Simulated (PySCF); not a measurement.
Species: C7H11ClO3.
Geometry (PBE0-D3(BJ)/def2-SVP, Å), atoms numbered from 1 in this order:
```xyz
22
C7H11ClO3 angstrom
C     -1.8812    0.2513    1.5470
O     -0.8563   -0.5068    0.9549
C     -0.5304   -0.2080   -0.3654
C     -1.7358   -0.1730   -1.3057
Cl    -2.6722   -1.6798   -1.2434
C      0.5027   -1.2635   -0.7633
C      1.7866   -1.0669    0.0099
O      2.3820   -1.9690    0.5411
C      2.2660    0.3673    0.0191
C      1.1255    1.3281    0.3360
O     -0.0005    1.0901   -0.4819
H     -1.7502    1.3318    1.3652
H     -1.8304    0.0645    2.6278
H     -2.8756   -0.0637    1.1862
H     -2.3965    0.6589   -1.0311
H     -1.3911   -0.0143   -2.3348
H      0.7277   -1.1436   -1.8359
H      0.1081   -2.2709   -0.5865
H      2.6514    0.5885   -0.9920
H      3.0940    0.4683    0.7344
H      1.4222    2.3692    0.1484
H      0.8488    1.2373    1.4006
```

The calculation used PySCF, PBE0-D3(BJ)/def2-SVP geometry optimisation, gas phase.

Masses are those of the commonest isotopes; rigid-rotor values at the optimised geometry. The values belong to one conformer with, in the numbering `[CH3:1][O:2][C@:3]1([CH2:4][Cl:5])[CH2:6][C:7](=[O:8])[CH2:9][CH2:10][O:11]1`, C1–O2–C3–C4 -51°, O2–C3–C4–Cl5 -55°, O2–C3–C6–C7 -67°, C3–C6–C7–O8 134°, C6–C7–C9–C10 46°, C7–C9–C10–O11 -51°.

(1) Give the principal moments of inertia and the rotational constants in GHz.

(2) What kind of rotor is it?

(3) Is it planar, by Δ = Ic − Ia − Ib?

(4) Which lines would a microwave search look for?

(5) Estimate the classical rotational partition function at 100 K, 200 K and 298.15 K.

Answers

(1) Ia = 331.73, Ib = 730.02, Ic = 836.51 u·Å²; 505379 MHz·u·Å²/I gives 1523, 692.3 and 604.2 MHz, that is A = 1.5235, B = 0.6923, C = 0.6042 GHz.

(2) An asymmetric top; Ray's κ = -0.808.

(3) Not planar: Δ = Ic − Ia − Ib = -225.25 u·Å². For a rigid frame Δ = −2 Σ m c², so Σ m c² = 112.62 u·Å² lies off the ab plane: 20.36 from hydrogen and 92.26 from heavier atoms. The atom farthest from that plane is 2.55 Å away.

(4) The dipole components are |μa| = 0.23 D, |μb| = 3.12 D, |μc| = 2.01 D. The squared components, which scale the intensities, stand as 0.01 : 1.00 : 0.41 (a : b : c). Some lines, for components of 0.1 D or more:

```
type  branch         J(Ka,Kc)   MHz  lower level (cm⁻¹)
   c       Q  2(1,2) ← 2(0,2)   750               0.130
   c       Q  1(1,1) ← 1(0,1)   831               0.043
   b       Q  1(1,0) ← 1(0,1)   919               0.043
   b       Q  2(1,1) ← 2(0,2)  1014               0.130
   a       R  1(0,1) ← 0(0,0)  1296               0.000
   b       R  2(0,2) ← 1(1,1)  1755               0.071
   b       R  1(1,1) ← 0(0,0)  2128               0.000
   c       R  1(1,0) ← 0(0,0)  2216               0.000
   c       Q  2(2,1) ← 2(1,1)  2494               0.163
   b       Q  2(2,0) ← 2(1,1)  2500               0.163
   a       R  2(1,2) ← 1(1,1)  2505               0.071
   a       R  2(0,2) ← 1(0,1)  2586               0.043
   a       R  2(1,1) ← 1(1,0)  2681               0.074
   b       Q  2(2,1) ← 2(1,2)  2758               0.155
   b       R  2(1,2) ← 1(0,1)  3336               0.043
   c       R  2(1,1) ← 1(0,1)  3600               0.043
   b       R  2(2,1) ← 1(1,0)  5175               0.074
   c       R  2(2,0) ← 1(1,0)  5181               0.074
   c       R  2(2,1) ← 1(1,1)  5263               0.071
   b       R  2(2,0) ← 1(1,1)  5269               0.071
```

(5) Point group C1, symmetry number σ = 1; q = (√π/σ)·√((kT/h)³/(ABC)), k/h = 20836.6 MHz/K: 211000 at 100 K, 597000 at 200 K, 1090000 at 298.15 K.

PBE0-D3(BJ)/def2-SVP frequencies: not computed here. No vibrational averaging or centrifugal distortion is included, and the geometry carries the error of its method. A rigid rotor knows nothing of internal rotation, which can split or shift real lines. Quadrupole hyperfine structure (35Cl) is left out.
